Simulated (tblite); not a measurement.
Species: C₄H₃FNOS (doublet state).
SMILES with atom numbers: `[N:1]#[C:2][CH:3][C:4](=[S:5])[O:6][CH2:7][F:8]` (hydrogens: H9 on C3; H10, H11 on C7)

Structure optimised with GFN2-xTB, isolated species. This method treats the open shell by occupation alone, without spin polarisation.

Problem. List the bond lengths, angles and torsions at this level.

Solution. 
| bond | length (bohr) | order |
| --- | --- | --- |
| N1≡C2 | 2.174 | triple |
| C2–C3 | 2.629 | single |
| C3–C4 | 2.603 | single |
| C4=S5 | 3.206 | double |
| C4–O6 | 2.552 | single |
| O6–C7 | 2.612 | single |
| C7–F8 | 2.574 | single |
| C3–H9 | 2.039 | single |
| C7–H10, C7–H11 | 2.074 | single |

Bonds in one row agree within 0.02 bohr and their mean is given. Orders are formal, as drawn. A selection of angles:
| angle | degrees |
| --- | --- |
| N1–C2–C3 | 178.9 |
| C2–C3–C4 | 122.7 |
| C3–C4–S5 | 120.0 |
| C3–C4–O6 | 117.6 |
| S5–C4–O6 | 122.4 |
| C4–O6–C7 | 119.8 |
| O6–C7–F8 | 110.5 |

Torsions: C2–C3–C4–S5 180° (antiperiplanar); C3–C4–O6–C7 -176° (antiperiplanar); C4–O6–C7–F8 76° (synclinal). The mirror-image conformer, all signs reversed, is as good.

C4 (carbon bonded to C, O and S) is planar (angles 122.4°, 120.0° and 117.6°, sum 360.0°, 0.01 Å off the plane of its three neighbours). Of the pairs four or more bonds apart, S5···H10 is among the closest relative to their van der Waals radii: 2.63 Å, 88 % of the sum of Bondi's values. The C–O distances run from 1.350 Å (C4–O6, drawn single) to 1.382 Å (O6–C7, drawn single), a spread of 0.032 Å. C3 (carbon bonded to 2 C and H) is planar (angles 122.7°, 119.4° and 117.9°, sum 360.0°, 0.00 Å off the plane of its three neighbours).

Point group: C1 (no symmetry element, even within 0.4 Å). Its GFN2-xTB frequencies are all real (lowest 51 cm⁻¹).

Time: 0.72 s wall. Hardware: an Arm Neoverse N1 with one thread, shared host with 48 logical CPUs at a one-minute load of 16. That covers the optimisation of the geometry.

All values are computed, not measured.
